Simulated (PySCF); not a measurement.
AlBr3, SMILES [Br][Al]([Br])[Br]. Atoms are numbered in the order given.

```xyz
4

Al     0.0000     0.0000     0.0000
Br    -2.2416     0.0000     0.0000
Br     1.1208     1.9413     0.0000
Br     1.1208    -1.9413     0.0000
```

Geometry optimised at B3LYP-D3(BJ)/def2-SVP. The isomer is the one that the SMILES or the coordinates give; other isomers of the formula were not compared.

Calculation: M06-2X/def2-TZVP run with PySCF.

Gas-phase values at a fixed geometry.

```
Item                                                                                                           Result
---------------------------------------------------------------------------------------------  ----------------------
total energy                                                                                      -7965.21347 hartree
point group                                                                                                       D3h
highest occupied level                                                                                       -9.85 eV
lowest empty level                                                                                           -0.99 eV
orbital gap                                                                                                   8.86 eV
dipole moment                                                                                                  0.00 D
quadrupole, principal values (traceless, Buckingham form, about the centre of nuclear charge)  -2.36, -2.36, 4.72 D·Å
mean static polarisability                                                                      80.9 bohr³ (11.99 Å³)
polarisability, principal values                                                               59.7, 91.5, 91.5 bohr³
```
